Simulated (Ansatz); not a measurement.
`BN[SiH2]OC` + `C=N` → `BN=C` + `CO[SiH2]N`  (ligand exchange at a B–N bond)

Computed with Ansatz on PBE0-D4/def2-TZVP structures; ΔE is electronic, products minus reactants. CCSD(T)/CBS is the MP2 limit (def2-TZVPP, def2-QZVPP) plus CCSD(T) − MP2 in def2-TZVPP, frozen cores. This one scheme is used for every species. Functionals use def2-TZVPP. Each species was taken in one conformer, which may not be the lowest.

`BN[SiH2]OC`:

Z-matrix (Å, degrees):
```
Si
N 1 1.730
O 1 1.639 2 108.1
H 1 1.490 2 110.4 3 -117.9
H 1 1.482 2 107.5 3 121.4
B 2 1.400 1 126.2 3 -110.3
H 2 1.011 1 116.8 3 68.3
C 3 1.408 1 123.4 2 -167.8
H 6 1.198 2 119.7 1 179.5
H 6 1.198 2 118.9 1 -0.8
H 8 1.097 3 111.7 1 48.3
H 8 1.095 3 111.3 1 -73.3
H 8 1.091 3 108.3 1 167.6
```

`C=N`:

Cartesian coordinates in Å:
```
C 0.080 -0.377 0.061
N -0.390 0.739 0.411
H 0.560 -0.581 -0.903
H 0.014 -1.217 0.755
H -0.264 1.435 -0.325
```

`BN=C`:

Cartesian coordinates in Å:
```
B 0.250 -1.269 -0.155
N -0.009 0.047 0.006
C -0.248 1.255 0.153
H 0.950 -1.817 0.646
H -0.229 -1.838 -1.091
H -1.109 1.600 0.732
H 0.395 2.022 -0.290
```

`CO[SiH2]N`:

```xyz
11

C     1.674    0.340    0.279
O     0.578   -0.170    0.998
Si   -0.979    0.028    0.505
N    -1.397   -0.673   -0.992
H     1.773   -0.146   -0.699
H     1.585    1.422    0.120
H     2.583    0.150    0.852
H    -1.256    1.481    0.342
H    -1.758   -0.606    1.591
H    -1.359   -0.159   -1.855
H    -1.445   -1.667   -1.142
```

CCSD(T)/CBS gives +16.2 kJ/mol.

**Question.** Another level gave +13.8 kJ/mol. Which?
A. PBE0-D4/def2-TZVPP
B. ωB97X-V/def2-TZVPP
C. CCSD/def2-TZVPP
D. PBE/def2-TZVPP

**Answer.** B. ωB97X-V 13.8, PBE -7.1, CCSD/def2-TZVPP 20.9, PBE0-D4 3.4 kJ/mol.

Largest T1 diagnostic among the species: 0.016.

In def2-TZVPP, CCSD(T) changes the Hartree–Fock value by −8.7 kJ/mol (the triples alone add −1.6 kJ/mol) and MP2 by −10.1 kJ/mol. From PBE to PBE0 (25 % exact exchange), in def2-TZVPP and without D4, ΔE moves by +9.5 kJ/mol.
